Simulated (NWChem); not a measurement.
Molecule: CsBr; SMILES [Br][Cs]

```xyz
2

Cs     0.0000     0.0000    -1.2090
Br     0.0000     0.0000     1.8904
```
Atoms are numbered in this order, from 1.

Coordinates come from a PBE0-D3(BJ)/def2-TZVP optimisation. def2 effective core potentials on Cs; no spin-orbit coupling.

List the 4 lowest vertical singlet excitations from LRC-wPBEh/def2-SVP with def2 effective core potentials on Cs, TDA (NWChem).


```tsv
state	energy (eV)	oscillator strength	leading excitation (squared amplitude)
S1	4.05	0.024	HOMO → LUMO (0.78)
S2	4.05	0.024	HOMO−1 → LUMO (0.78)
S3	4.18	0.055	HOMO−2 → LUMO (0.77)
S4	5.21	0.000	HOMO−1 → LUMO+1 (0.47)
```
